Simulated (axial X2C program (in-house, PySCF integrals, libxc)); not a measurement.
**Low determinants of BI⁻ at the PBE0 level, 2c**

Computed with an axial X2C code built on PySCF integrals. Two-component (2c) means X2C with spin–orbit coupling and atomic mean-field two-electron Coulomb and Gaunt terms. Basis: I dyall-acv3z [12s13p9d5f1g], B dyall-av3z [8s7p3d2f] (cores contracted in-house); Gaussian nuclei, density fitting, unrestricted open shells. Masses: I 126.904 u, B 11.009 u.

Search at 2.367 Å (vertical energies from the lowest determinant):

```csv
ΔE (eV),state,electrons beyond evenly filled partner blocks,"electrons in ±ω = 1/2, 3/2, 5/2, 7/2"
0.00,Ω = 1/2,ω = 1/2,39 16 4 0
0.05,Ω = 3/2,ω = 3/2,38 17 4 0
2.79,Ω = 1/2,"2 × ω = -1/2, ω = 3/2",38 17 4 0
3.07,Ω = 5/2,"2 × ω = 1/2, ω = 3/2",38 17 4 0
3.10,Ω = 1/2,ω = 1/2,37 18 4 0
3.78,Ω = 3/2,3 × ω = 1/2,39 16 4 0
4.12,Ω = 5/2,"ω = -1/2, 2 × ω = 3/2",39 16 4 0
```

Lowest determinant, Ω = 1/2 (⟨Sz⟩ = -0.50, ⟨Lz⟩ = 1.00 at PBE0): Re = 2.354 Å, ωe = 346.3 cm⁻¹.

The determinant in row 2 of the search, Ω = 3/2 (⟨Sz⟩ = 0.50, ⟨Lz⟩ = 1.00 at PBE0), was followed along the bond at PBE0; measured from the minimum of the lowest determinant it gives:

Te = 0.047 eV (378 cm⁻¹), Re = 2.365 Å, ωe = 337.5 cm⁻¹.

Question: Compare the bond of the determinant in row 2 with that of the lowest one.

Answer: At PBE0 its Re is 0.011 Å longer and its force constant, which goes as ωe², is 0.95 times that of the lowest determinant. T0 ≈ Te + Δωe/2 = 378 + (-4) = 374 cm⁻¹.

The search compares states at one distance, so a state with another bond length can lie lower; it is not exhaustive and yields mostly the lowest determinant of each block pattern, so other components and higher states of one pattern are missing. These are energies of single determinants, not of spin-adapted states; PBE0 term energies can be off by some tenths of an eV, and the functional has no current term. For an anion, determinants above electron detachment are held by the basis set. The highest occupied level of some functionals is positive through self-interaction error; at Hartree–Fock it is bound. Row 1 has a positive highest level at its minimum. Row 2 has a positive highest level at its minimum.
